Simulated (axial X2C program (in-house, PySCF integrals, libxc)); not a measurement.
Curves of TbTe⁺ from open-shell CI on f8 s0

Computed with an axial X2C code built on PySCF integrals: two-component X2C with atomic mean-field Coulomb and Gaunt terms, basis Tb dyall-v3z, Te dyall-v3z (cores contracted in-house). Orbitals come from Hartree–Fock averaged over the configuration Tb f8 s0; CI then distributes these electrons over the f, s shells of Tb.

Scan along the bond; masses Tb 158.925 u, Te 129.906 u. Energies in cm⁻¹ from the lowest point; levels are followed by energy order within each Ω. Lowest level at 2.612 Å: 100% f8.

| R (Å) | (1)Ω=6 | (1)Ω=5 | (1)Ω=4 | (1)Ω=3 | (1)Ω=2 | (1)Ω=1 | (1)Ω=0 |
| --- | --- | --- | --- | --- | --- | --- | --- |
| 2.429 | 3378 | 3590 | 3759 | 3874 | 3934 | 3958 | 3964 |
| 2.521 | 791 | 1036 | 1234 | 1376 | 1462 | 1503 | 1514 |
| 2.612 | 0 | 266 | 483 | 641 | 741 | 793 | 809 |
| 2.716 | 662 | 942 | 1170 | 1338 | 1446 | 1504 | 1521 |
| 2.821 | 2509 | 2796 | 3026 | 3196 | 3305 | 3363 | 3381 |
| 2.939 | 5476 | 5758 | 5981 | 6143 | 6246 | 6300 | 6317 |
| 3.082 | 9627 | 9853 | 10035 | 10169 | 10258 | 10307 | 10323 |

Fit the curves (1)Ω=6, (1)Ω=5, (1)Ω=4, (1)Ω=3, (1)Ω=2, (1)Ω=1, (1)Ω=0 near their minima.

From the open-shell CI curves, Te from the lowest:

| level | Te (cm⁻¹) | Re (Å) | ωe (cm⁻¹) |
| --- | --- | --- | --- |
| (1)Ω=6 | 0 | 2.617 | 268.0 |
| (1)Ω=5 | 267 | 2.616 | 267.6 |
| (1)Ω=4 | 484 | 2.615 | 267.1 |
| (1)Ω=3 | 643 | 2.615 | 266.7 |
| (1)Ω=2 | 744 | 2.614 | 266.2 |
| (1)Ω=1 | 796 | 2.613 | 265.9 |
| (1)Ω=0 | 811 | 2.613 | 265.9 |

Without dynamic correlation distances can be off by several hundredths of an Å (long for ionic bonds, short for multiple bonds) and the wavenumbers are rough.

The 7 lowest curves are shown; the next is (2)Ω=5, from 2246 cm⁻¹.

Dynamic correlation is missing, so gaps between terms are too wide and other configurations may lie lower; the lowest level listed is that of this model, not necessarily the ground state. At most 4 roots were kept for each Ω > 0 (twice that for Ω = 0) within 2.2 eV of the lowest, so higher up levels can be missing between those listed; levels with Ω > 0 are doubly degenerate and listed once, Ω = 0 levels singly. States that fill the shells left empty in the average are placed too high.
